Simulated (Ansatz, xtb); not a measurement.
## Two conformers of C2H8GeS

Structure a: `C[CH2][GeH2][SH]`, a singlet. Structure b: `C[CH2][GeH2][SH]`, a singlet. Both are isolated molecules in the gas phase, relaxed with PBE0-D3(BJ)/def2-SVP.

a (Å):

```yaml
atoms:
  - { symbol: C, position_ang: [1.8360, -1.9737, 1.9217] }
  - { symbol: C, position_ang: [0.6142, -1.5806, 1.1011] }
  - { symbol: Ge, position_ang: [-0.4977, -0.2262, 1.9740] }
  - { symbol: S, position_ang: [-2.2287, 0.3475, 0.6804] }
  - { symbol: H, position_ang: [2.4954, -1.1115, 2.1098] }
  - { symbol: H, position_ang: [1.5542, -2.3898, 2.9022] }
  - { symbol: H, position_ang: [2.4391, -2.7377, 1.4057] }
  - { symbol: H, position_ang: [0.9016, -1.1751, 0.1178] }
  - { symbol: H, position_ang: [-0.0274, -2.4545, 0.9009] }
  - { symbol: H, position_ang: [-1.0062, -0.7399, 3.3384] }
  - { symbol: H, position_ang: [0.2770, 1.0897, 2.1721] }
  - { symbol: H, position_ang: [-2.7936, -0.8793, 0.7104] }
```

b (Å):

```json
{"atom": "C", "x (Å)": "-1.6596", "y (Å)": "-1.1226", "z (Å)": "0.3233"}
{"atom": "C", "x (Å)": "-2.1673", "y (Å)": "0.2534", "z (Å)": "-0.0831"}
{"atom": "Ge", "x (Å)": "-0.7320", "y (Å)": "1.5589", "z (Å)": "-0.3448"}
{"atom": "S", "x (Å)": "0.7348", "y (Å)": "0.7916", "z (Å)": "-1.8526"}
{"atom": "H", "x (Å)": "-0.9436", "y (Å)": "-1.5143", "z (Å)": "-0.4159"}
{"atom": "H", "x (Å)": "-2.4836", "y (Å)": "-1.8480", "z (Å)": "0.4127"}
{"atom": "H", "x (Å)": "-1.1406", "y (Å)": "-1.0920", "z (Å)": "1.2945"}
{"atom": "H", "x (Å)": "-2.8551", "y (Å)": "0.6709", "z (Å)": "0.6721"}
{"atom": "H", "x (Å)": "-2.7370", "y (Å)": "0.2040", "z (Å)": "-1.0261"}
{"atom": "H", "x (Å)": "-1.2886", "y (Å)": "2.9223", "z (Å)": "-0.8034"}
{"atom": "H", "x (Å)": "0.1140", "y (Å)": "1.7313", "z (Å)": "0.9300"}
{"atom": "H", "x (Å)": "-0.1529", "y (Å)": "0.7943", "z (Å)": "-2.8711"}
```

Which of the two would you expect CCSD(T)/def2-SVP + ΔMP2/def2-TZVPP electronic energies to favour?

Too close to call at this level: CCSD(T)/def2-SVP + ΔMP2/def2-TZVPP gives E(b) − E(a) = −0.40 kcal/mol.

How the difference moves with the method:

| level | geometry | E(b) − E(a) (kcal/mol) | departure from the last row (kcal/mol) | job, with rough time for the two |
| --- | --- | --- | --- | --- |
| PBE0-D3(BJ)/def2-SVP | PBE0-D3(BJ)/def2-SVP | −0.75 | −0.35 | optimisation, 53 s |
| HF/def2-SVP | PBE0-D3(BJ)/def2-SVP | −0.25 | +0.15 | part of the CCSD(T) run |
| MP2/def2-SVP | PBE0-D3(BJ)/def2-SVP | −0.68 | −0.28 | part of the CCSD(T) run |
| CCSD(T)/def2-SVP | PBE0-D3(BJ)/def2-SVP | −0.64 | −0.24 | single point |
| CCSD(T)/def2-SVP + ΔMP2/def2-TZVPP | PBE0-D3(BJ)/def2-SVP | −0.40 |  | single point, 33 s |

The largest departure from CCSD(T)/def2-SVP + ΔMP2/def2-TZVPP is that of PBE0-D3(BJ)/def2-SVP, 0.35 kcal/mol. Levels run at GFN2-xTB geometries aren't shown. The last row adds to CCSD(T) the change of the MP2 difference between the two basis sets, here +0.24 kcal/mol.

With harmonic frequencies from PBE0-D3(BJ)/def2-SVP (ideal gas, rigid rotor, one conformer each, 298.15 K, 1 atm): the zero-point term adds +0.09 kcal/mol; ΔH is −0.39 and ΔG −0.07 kcal/mol.

The correlated steps freeze 16 core orbitals; the filled d shell of Ge is correlated, in a basis made for valence electrons. Run with Ansatz 0.2.0; the last row on 2 threads of Intel(R) Xeon(R) Platinum 8488C (Sapphire Rapids) on a shared host.
